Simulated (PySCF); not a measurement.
Stepwise substitution at one centre (Al H-I). Gas-phase values, no solvent. Strings in code marks are SMILES.

The HOMO from two functionals at the same geometries (B3LYP-D3(BJ)/def2-TZVP), both in PySCF: PBE-D3(BJ)/def2-TZVP and TPSSh-D3(BJ)/def2-TZVP. 

| species | PBE-D3(BJ)/def2-TZVP (eV) | TPSSh-D3(BJ)/def2-TZVP (eV) |
|---|---|---|
| 0 of 3 H replaced by I (`[AlH3]`) | -7.30 | -8.05 |
| 1 of 3 H replaced by I (`[AlH2][I]`) | -6.55 | -7.09 |
| 2 of 3 H replaced by I (`[I][AlH][I]`) | -6.68 | -7.21 |
| 3 of 3 H replaced by I (`[I][Al]([I])[I]`) | -6.62 | -7.15 |

Over these rows, drawn at random from the members with no instability flagged (it was tested for open shells, ions and some series alone), PBE minus TPSSh-D3(BJ): mean +0.59 eV, from +0.53 eV to +0.74 eV.
